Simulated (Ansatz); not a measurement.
Ideal-gas functions of CH4OSSi (`O=C([SiH3])S`) at 400 K and 1 bar, from an Ansatz frequency run at PBE0-D4/def2-TZVP.

Molar mass 92.2 g/mol, point group Cs (symmetry number 1), electronic degeneracy 1, moments of inertia 70.895, 169.203, 234.104 u Å². Harmonic wavenumbers (cm⁻¹, unscaled): 70, 174, 332, 360, 463, 482, 583, 674, 780, 883, 933, 934, 988, 1756, 2240, 2257, 2261, 2685.

Use S(trans) = R[1.5 ln M + 2.5 ln T − 1.1517]; rotational temperatures θ = 24.2544 K / I; S(rot) = R[ln(√π/σ · √(T³/θAθBθC)) + 1.5]; for each mode x = 1.438777 ν̃/T, S = R[x/(eˣ − 1) − ln(1 − e⁻ˣ)] and H = RT x/(eˣ − 1); 1 cm⁻¹ = 0.0119627 kJ/mol; R = 8.31446 J/(mol·K).

By hand: the entropy, in J/(mol·K).

Translation 171.4. Rotation: θ = 0.3421, 0.1433, 0.1036 K, giving 113.9. Vibration, mode by mode: 19.80, 12.35, 7.32, 6.72, 4.97, 4.71, 3.53, 2.73, 2.02, 1.51, 1.30, 1.30, 1.11, 0.11, 0.02, 0.02, 0.02, 0.01, in all 69.6. Electronic 0.0. Sum 354.9 J/(mol·K).

By hand: H − E and G − E in kJ/mol, counted from the electronic energy.

Zero-point energy ½ × 18855 × 0.0119627 = 112.8; thermal vibration 15.2; translation, rotation and pV give 4 RT = 13.3. H − E = 141.3 kJ/mol, and G − E = 141.3 − 400 × 354.9/1000 = -0.7 kJ/mol.

Vibration gives 20 % of the entropy, 19.8 J/(mol·K) of it from the mode under 150 cm⁻¹: soft modes count most, and the harmonic formula is weakest for them. The sum counts one conformer and one mirror image; others add a mixing term.
